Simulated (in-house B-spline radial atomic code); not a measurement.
## One electron outside the [Kr] 4d10 core: La10+

Computed with a B-spline radial code for spherical atoms, no-pair Dirac-Coulomb Hamiltonian, finite nucleus. Rungs: frozen-core Dirac-Hartree-Fock (DHF); Brueckner orbitals from the second-order correlation potential; the same with the Coulomb interaction screened by the core and the hole-particle interaction summed; Breit and QED terms from differences of relaxed Dirac-Fock atoms, where computed. Partial waves beyond l = 6 are extrapolated. The tables show a selection of states; those near core-excited levels, with erratic corrections or far from their DHF start are never shown.

Command:
```bash
python run_mb.py task.json out
```
Settings (nuclear radius in fm, box in bohr, cutoff in hartree):
```
basis_form          2
Z                   57
core_configuration  [Kr] 4d10
rms_radius          4.855
mass_number         139
speed_of_light      137.036
box_radius          21.927
lmax                6
intervals           65
virtual_cutoff      6498.0
```

Cost of the run: 3.8 min on 1 thread of Intel(R) Xeon(R) Platinum 8259CL CPU @ 2.50GHz, with other jobs on the host.

Removal energies (eV):

```csv
state,DHF,second order,screened,Breit + QED,final
5s1/2,166.825,169.48,168.978,-0.149,168.829
5p1/2,148.31,150.684,150.252,-0.116,150.135
5p3/2,144.429,146.652,146.249,-0.0714,146.177
4f5/2,142.477,145.884,145.377,-,-
4f7/2,142.23,145.588,145.089,-,-
5d3/2,115.561,?,?,?,?
5d5/2,114.882,?,?,?,?
6s1/2,94.2959,95.3375,95.1322,-0.0613,95.0709
```

What does correlation do to 5d3/2?

It adds 1.676 eV to the removal energy in second order and 1.393 eV with screening; Breit and QED add -0.024 eV, for a final 116.93 eV.

What does correlation do to 5d5/2?

It adds 1.643 eV to the removal energy in second order and 1.363 eV with screening; Breit and QED add -0.00877 eV, for a final 116.237 eV.

How does the lowest state compare with the NIST ionisation energy?

5s1/2 is bound by 168.8 eV, without recoil; NIST lists 168.77 ± 0.12 eV (semi-empirical), a difference of +0.059 eV.

Electric-dipole lines from 5s1/2 (reduced matrix elements in atomic units, length form, static core polarisation, sign of DHF taken positive):

| upper | DHF | + core polarisation | + Brueckner | λ (nm) | A (s⁻¹) |
| --- | --- | --- | --- | --- | --- |
| 5p1/2 | 1.163 | 0.9998 | 0.9891 | 66.326 | 3.4e+09 |
| 5p3/2 | 1.652 | 1.425 | 1.41 | 54.736 | 6.14e+09 |

Magnetic hyperfine constants per unit nuclear g factor (MHz, nucleus as a uniformly magnetised ball; they apply to isotopes with nuclear spin):

```
state    DHF  + core polarisation  + Brueckner
5s1/2  74720                80710        83320
5p1/2  20310                21880        22760
5p3/2   2945                 3374         3517
6s1/2  30570                32800        33170
```
